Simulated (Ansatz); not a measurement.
An input meant for Li2O2H2⁻, that is (LiOH)2 ring with one electron more (charge -1, octet).

```yaml
crystal:
  periodic: [false, false, false]
  atoms:
    - {symbol: Li, position_ang: [0.807355, -0.196089, 0.750701]}
    - {symbol: O, position_ang: [-0.360932, 1.123442, 0.681624]}
    - {symbol: Li, position_ang: [-0.807278, 0.196121, -0.750722]}
    - {symbol: O, position_ang: [0.360981, -1.123453, -0.681573]}
    - {symbol: H, position_ang: [-0.612591, 1.907150, 1.157042]}
    - {symbol: H, position_ang: [0.612455, -1.907171, -1.157072]}
basis:
  gaussian: {orbitals: "6-31G*", fitting: {mean_field: cc-pVTZ-jkfit}}
total_charge: -1
magnetization: {spin_polarized: true, initial_magnetization: 7}
hamiltonian: {xc: {name: BHLYP}, dispersion: d4}
scf: {omitted_lower_state_checks: [starts]}
output: {forces: true}
```

```sh
$ ansatz run in.yaml --threads 4 --pin off --events-out ev --progress --plain --max-ram 3916MiB
```

Output, abridged:

```
Functional definition: BHLYP
Error: [file] the basis set cc-pVTZ-JKFIT has no functions for Li
```

The 6-31G sets use Cartesian d functions. The highest occupied level of an anion often lies above zero with these methods, and sets without diffuse functions describe the outer electron poorly.
